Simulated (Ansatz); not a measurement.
C6H3Ga, SMILES `C#[C][Ga]([C]#C)[C]#C`. Total charge 0; spin multiplicity 1.

```xyz
10

C     1.7901   -1.4318    2.0999
C     1.0960   -0.8751    1.2833
Ga    0.0018   -0.0004   -0.0002
C    -1.8872   -0.1908    0.0751
C    -3.0879   -0.3113    0.1229
C     0.7947    1.0650   -1.3589
C     1.2970    1.7433   -2.2227
H     2.4030   -1.9234    2.8210
H    -4.1481   -0.4176    0.1652
H     1.7406    2.3422   -2.9855
```

Task: What are the harmonic wavenumbers in cm⁻¹ at PBE0-D4/def2-TZVP (Ansatz, finite differences of forces, unscaled)? (An estimate is asked.)

Result: Ansatz gave: 75, 75, 81, 195, 196, 217, 310, 333, 333, 458, 532, 532, 710, 711, 711, 746, 746, 747, 2144, 2144, 2145, 3461, 3461, 3461.

Task: Is this a minimum?

Result: Yes, all 24 modes are real.

Task: Give the ideal-gas thermochemistry at 298.15 K and 1 bar (rigid rotor, harmonic oscillator; point group D3h, symmetry number 6).

Result: Zero-point energy 146.7 kJ/mol; H(298) − E = 173.5 kJ/mol; entropy 384.5 J/(mol·K), of which translation 170.9, rotation 106.1, vibration 107.5; G(298) − E = 58.9 kJ/mol. Modes under 100 cm⁻¹ are hindered rotations or soft bends, so the harmonic entropy is rough.

Task: Rotational constants (cm⁻¹)?

Result: 0.0636, 0.06345, 0.03176.
